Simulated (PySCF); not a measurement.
Gas-phase reaction: 3 HI + BH3 = BI3 + 3 H2. Level: ωB97M-V/def2-TZVP†; standard pressure 1 bar.

Energies from PySCF, thermal terms from the rigid-rotor harmonic-oscillator model, ideal gas at 1 bar. † marks an energy on the PBE0/def2-TZVP geometry and frequencies. All species are closed-shell singlets. I: scalar-relativistic def2 core potential, no spin-orbit coupling. The harmonic model lacks anharmonicity and excited electronic states, which grow with temperature; levels with a mode under 35 cm⁻¹ are left out. Soft modes under 120 cm⁻¹ make the harmonic entropy rough for BI3.

```
T (K)  1000/T (1/K)  log10 K
-----  ------------  -------
1200         0.8333     3.70
1400         0.7143     2.93
1600         0.6250     2.36
1800         0.5556     1.92
2000         0.5000        ?
2500         0.4000     0.92
```

Question: Fit log10 K = a + b·(1000/T) to the five rows, get the mean ΔH° and ΔS°, and predict log10 K at 2000 K.

Answer: Means: 1000/T = 0.6256, log10 K = 2.366. Sums of products about the means: Sxy = 0.68454, Sxx = 0.106803, so b = Sxy/Sxx = 6.41 and a = 2.366 − (6.41)×0.6256 = -1.64.
ΔH° = −R ln 10 × 1000 K × b = −19.145 × (6.41) = -123 kJ; ΔS° = R ln 10 × a = -31 J/K. The run's own values go from -124 kJ and -32 J/K at 1200 K to -123 kJ and -32 J/K at 2500 K.
Prediction at 2000 K: -1.64 + (6.41)×0.5000 = 1.57. The computed value is 1.56, 0.01 from the line.
For scale, ΔH°(298 K) is -143 kJ at this level, -136 kJ at ωB97X-V/def2-TZVP†, and runs from -194 to 20 kJ over the 18 levels computed.
